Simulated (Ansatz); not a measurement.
Consider the redistribution: `C[Se][InH][Cl]` + `N[AsH2]` → `C[Se][AsH2]` + `[NH2][InH][Cl]`.

Isolated molecules relaxed with PBE0-D4/def2-TZVP in Ansatz; ΔE leaves out vibrations. CCSD(T)/CBS adds triple-zeta CCSD(T) − MP2 to the extrapolated MP2 energy (def2 sets, frozen cores). Functionals use def2-TZVPP. B3LYP here is the variant with VWN-RPA as its local correlation; programs differ in this. HSE06 is defined as in plane-wave codes. Elements past krypton have def2 core potentials. For As, In, Se outer-core shells are correlated without core-valence functions, which leaves a few kJ/mol of doubt a bond. Scalar relativity is left out up to krypton. Each species was taken in one conformer, which may not be the lowest.

`C[Se][InH][Cl]`:

```xyz
8

C     0.401   -1.323    0.555
Se   -1.319   -0.397    0.742
In   -0.810    1.640   -0.569
Cl    1.384    1.589   -1.394
H     1.209   -0.703    0.934
H     0.313   -2.228    1.154
H     0.580   -1.580   -0.485
H    -1.758    3.003   -0.938
```

`N[AsH2]`:

Z-matrix (Å, degrees):
```
N
As 1 1.854
H 1 1.010 2 114.8
H 1 1.011 2 110.5 3 123.6
H 2 1.536 1 101.2 3 -27.8
H 2 1.524 1 95.5 3 64.6
```

`C[Se][AsH2]`:

Cartesian coordinates in Å:
```
C 1.085 -1.000 -0.252
Se 0.673 0.685 0.645
As -1.592 0.806 -0.045
H 2.133 -1.207 -0.035
H 0.467 -1.803 0.142
H 0.949 -0.903 -1.327
H -2.160 1.149 1.325
H -1.554 2.272 -0.454
```

`[NH2][InH][Cl]`:

```xyz
6

N     0.364   -0.587   -0.930
In   -0.017    0.602    0.626
Cl   -2.296    0.489    1.141
H     1.298   -0.899   -1.139
H    -0.315   -1.292   -1.175
H     0.966    1.686    1.477
```

```
             level  ΔE (kJ/mol)  difference from CCSD(T)/CBS
       LDA (SPW92)         18.5                         -1.7
            PBE-D4         18.7                         -1.5
         revPBE-D4         18.7                         -1.5
         r2SCAN-D4         20.5                          0.3
           PBE0-D4         21.9                          1.7
          B3LYP-D4         21.2                          1.0
        r2SCANh-D4         21.4                          1.2
        r2SCAN0-D4         22.7                          2.5
          HSE06-D4         22.0                          1.8
          BHLYP-D4         25.7                          5.5
      CAM-B3LYP-D4         20.8                          0.6
           ωB97X-V         22.0                          1.8
           ωB97M-V         21.9                          1.7
            B2PLYP         20.4                          0.2
          PBE-QIDH         22.8                          2.6
               PBE         17.8                         -2.4
            revPBE         17.1                         -3.1
            r2SCAN         20.2                          0.0
              PBE0         21.0                          0.8
             B3LYP         19.9                         -0.3
           r2SCANh         21.1                          0.9
           r2SCAN0         22.4                          2.2
             HSE06         21.1                          0.9
             BHLYP         24.1                          3.9
         CAM-B3LYP         19.8                         -0.4
           LC-ωPBE         18.1                         -2.1
       HF/def2-SVP         35.6                         15.4
      MP2/def2-SVP         23.1                          2.9
     CCSD/def2-SVP         25.9                          5.7
  CCSD(T)/def2-SVP         25.1                          4.9
     HF/def2-TZVPP         30.6                         10.4
    MP2/def2-TZVPP         21.0                          0.8
SCS-MP2/def2-TZVPP         21.7                          1.5
   CCSD/def2-TZVPP         22.9                          2.7
CCSD(T)/def2-TZVPP         21.9                          1.7
     HF/def2-QZVPP         29.9                          9.7
    MP2/def2-QZVPP         19.8                         -0.4
SCS-MP2/def2-QZVPP         20.7                          0.5
     MP2/CBS(def2)         19.3                         -0.9
    CCSD/CBS(def2)         21.2                          1.0
       CCSD(T)/CBS         20.2                            0
```

Largest T1 diagnostic among the species: 0.014.

From BLYP to BHLYP (50 % exact exchange), in def2-TZVPP and without D4, ΔE moves by +7.1 kJ/mol. Leaving LDA and LC-ωPBE aside and taking each functional with its dispersion term where it has one, the values, not all of them listed here, spread over 7.3 kJ/mol, from BLYP-D4 to BHLYP-D4. In def2-TZVPP, CCSD(T) changes the Hartree–Fock value by −8.7 kJ/mol (the triples alone add −1.0 kJ/mol) and MP2 by −9.6 kJ/mol.
